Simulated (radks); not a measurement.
Results of a calculation; reference values are marked as such.
Isoelectronic series with 9 electrons, each ion in its NIST ground configuration. Code: a radial shooting solver on a logarithmic mesh with Libxc functionals. Model: Dirac Kohn-Sham, PBE, spin-unpolarised, spherical densities, finite nucleus; open shells are shared between the two j in proportion to 2j + 1; Fermi nuclear charge, rms radius of each element as measured or else 0.836 A^(1/3) + 0.57 fm. Total energies (hartree) and mean radii <r> (bohr):

ion,configuration,E (hartree),2p3/2,2p1/2
F,[He] 2s2 2p5,-99.74436,1.106,1.103
Ne+,[He] 2s2 2p5,-128.18750,0.8841,0.8820
Al4+,[He] 2s2 2p5,-236.26951,0.5666,0.5648
Si5+,[He] 2s2 2p5,-279.88177,0.5074,0.5055
P6+,[He] 2s2 2p5,-327.29344,0.4596,0.4577
S7+,[He] 2s2 2p5,-378.51066,0.4202,0.4182

Estimate the row of Mg3+ ([He] 2s2 2p5).

Answer. E (hartree) -196.45162; 2p3/2 0.6422; 2p1/2 0.6404.
